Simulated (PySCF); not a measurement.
## C₆ coefficients of unlike pairs at BP86

Calculated with PySCF 2.14 from the dipole response of each species, C₆(A,B) = (3/π) ∫ α_A(iu) α_B(iu) du, in atomic units, from isotropic polarisabilities. For ions this is the dispersion term alone; charge-induced terms of lower order in 1/R come first.

```csv
species,configuration,basis,relativity,α (bohr³),C₆ (like pair)
Cl(3+),[Ne] 3s2 3p2 (3P),aug-cc-pCVQZ-DK (10s9p7d5f3g),spin-free X2C,4.322,11.71
V,[Ar] 3d3 4s2 (4F),aug-cc-pwCVTZ-DK (10s9p7d4f3g),spin-free X2C,87.33,926.1
Cl(2+),[Ne] 3s2 3p3 (4S),aug-cc-pVQZ-DK (7s6p4d3f2g),spin-free X2C,5.823,20.77
```

(1) Estimate C₆ for Cl(2+) with Cl(3+).

No spin-orbit coupling is included.

The other pairs:

| pair | C₆ |
| --- | --- |
| V, Cl(3+) | 81.61 |
| Cl(2+), V | 109.5 |

Results:

(1) The integral gives 15.59. The combination rule 2 C_A C_B / (C_A α_B/α_A + C_B α_A/α_B) gives 15.59 and the geometric mean 15.59.
